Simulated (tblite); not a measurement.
Start geometry of `[SiH2]O[Si@H]([SiH3])C1CC1` [radical] from a force field or distance geometry (Å):
```
atom  x, y, z in Å
Si1    0.8023    2.9403    0.2387
O2     0.1414    1.5393   -0.4595
Si3    0.4806    0.1035    0.4203
Si4    2.5411   -0.6558    0.0859
C5    -0.6796   -1.1994   -0.2889
C6    -2.0223   -1.4216    0.3393
C7    -1.9218   -0.5799   -0.9058
H8     0.6138    4.0198   -0.7614
H9    -0.0036    3.3520    1.4098
H10    0.2818    0.2383    1.8689
H11    3.1524   -1.1287    1.3540
H12    2.4953   -1.8504   -0.7922
H13    3.3675    0.4004   -0.4564
H14   -0.2101   -1.9854   -0.9232
H15   -2.2428   -0.9092    1.2995
H16   -2.5428   -2.3932    0.1758
H17   -2.0424    0.5216   -0.7373
H18   -2.2195   -0.9853   -1.8792
```

What comes out of this run: tblite 0.8.0, GFN2-xTB geometry optimisation, gas phase?

```
atom  x, y, z in Å
Si1   -0.010    2.747    0.633
O2     0.369    1.240    1.099
Si3    0.687   -0.353    0.942
Si4    2.645   -0.591   -0.247
C5    -0.777   -1.178    0.074
C6    -2.164   -0.618    0.210
C7    -1.442   -0.498   -1.090
H8     0.896    3.136   -0.440
H9    -1.425    2.797    0.288
H10    0.677   -0.784    2.349
H11    3.743   -1.059    0.605
H12    2.529   -1.569   -1.337
H13    3.127    0.646   -0.876
H14   -0.722   -2.259    0.002
H15   -2.291    0.274    0.805
H16   -2.996   -1.305    0.278
H17   -1.083    0.479   -1.383
H18   -1.774   -1.100   -1.923
```

The energy falls by 0.922 eV over 253 L-BFGS steps, the largest force on an atom goes from 2.25 to 0.007 eV/Å, and the atoms move by 1.013 Å rms after alignment. The bond that changes most is O2–Si3 (ends: oxygen bonded to 2 Si; silicon bonded to C, O, Si and H), which shortens by 0.086 Å. Bonds longer at the end by more than 0.005 Å: 3 of 18; shorter: 13. Among the angles that change most is Si1–O2–Si3, from 113.7° to 157.6°. Among the dihedrals that turn most is H9–Si1–O2–Si3, from -76° to 73°. Rotational constants go from 1611, 1112, 721.5 to 1422, 1237, 785.2 MHz. The orientation of the end geometry is arbitrary; only internal coordinates are fixed.

Hardware: one thread of an Arm Neoverse V1, shared host. Cost: 2.2 s.

GFN2-xTB frequencies show an imaginary mode (31i cm⁻¹), so the point is no minimum at that level.

One conformer stands for the species.

These are computed values.
